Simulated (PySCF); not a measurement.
B3LYP has the VWN-RPA correlation part, as in Gaussian. Excitations are Tamm–Dancoff values on a coarser integration grid. The basis has no diffuse functions, so Rydberg states are missing or too high.

Z-matrix (Å, degrees):
```
B
F 1 1.3074
Br 1 1.9008 2 119.15
Br 1 1.9008 2 119.15 3 -180.00
```
Charge 0, multiplicity 1.

Problem. Predict the total energy, T1 excitation (TDA) and HOMO from PySCF with B3LYP-D3(BJ)/def2-TZVP // PBE0-D4/def2-TZVP.

Solution. 
```json
{
  "total_energy": "-143492.48 eV",
  "T1 excitation (TDA)": "5.41 eV",
  "HOMO": "-8.35 eV"
}
```
